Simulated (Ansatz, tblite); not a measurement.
Spin states of the cluster InTe₃ (the lowest doublet isomer of a short search), each relaxed with PBE-D4/def2-SVP in Ansatz. Electronic energies in the gas phase.

In the def2 sets In, Te take a core potential, while STO-3G treats all electrons; there is no spin–orbit coupling. The xTB rows come from tblite. B3LYP takes the VWN-RPA correlation. Correlated methods freeze 16 core orbitals; core or outer-core shells of In, Te are correlated, in sets that lack core-valence functions. The rows differ in basis, and correlated rows in double-zeta sets carry the largest basis error. In CCSD on the charge 0 quartet the largest single amplitude is 0.19, so its Hartree–Fock determinant may place the open shell otherwise than the density functionals do. The structure comes from a short search, and lower isomers may exist.

Doublet geometry (Cs within 0.1 Å):

```xyz
4

In    1.148    1.574   -0.190
Te   -1.329    0.863    1.511
Te    1.425   -1.430   -0.848
Te   -1.244   -1.007   -0.473
```

Quartet geometry (Cs within 0.1 Å):

```xyz
4

In   -0.9474    1.3245    0.7449
Te    1.2832    1.3509   -1.2427
Te   -1.4214   -1.3623    1.3668
Te    1.0855   -1.3131   -0.8690
```

⟨S²⟩: doublet 0.76 at PBE0-D4/def2-TZVP (pure 0.75), quartet 3.77 at PBE0-D4/def2-TZVP (pure 3.75).

Only these spin states were relaxed. The quartet has other bonds than the doublet, so the gap mixes isomer and spin.

| level | quartet − doublet (kcal/mol) | lowest of these |
| --- | --- | --- |
| GFN1-xTB | 53.9 | doublet |
| GFN2-xTB | 48.6 | doublet |
| HF/STO-3G | 11.0 | doublet |
| HF/def2-SVP | 8.1 | doublet |
| HF/def2-TZVP | 9.9 | doublet |
| PBE-D4/def2-TZVP | 29.2 | doublet |
| r2SCAN-D4/def2-TZVP | 26.1 | doublet |
| B97M-V/def2-TZVP | 27.3 | doublet |
| B3LYP-D4/def2-TZVP | 28.6 | doublet |
| PBE0-D4/def2-TZVP | 28.2 | doublet |
| MP2/def2-SVP | 29.7 | doublet |
| MP2/def2-TZVP | 38.9 | doublet |
| CCSD/def2-SVP | 22.5 | doublet |
| CCSD(T)/def2-SVP | 24.0 | doublet |

Change of the quartet − doublet gap on mixing in exact exchange, in kcal/mol: PBE to PBE0 (25 % exact exchange) -1.0.

The xTB methods have no term that favours high spin, so they put low spin too low.
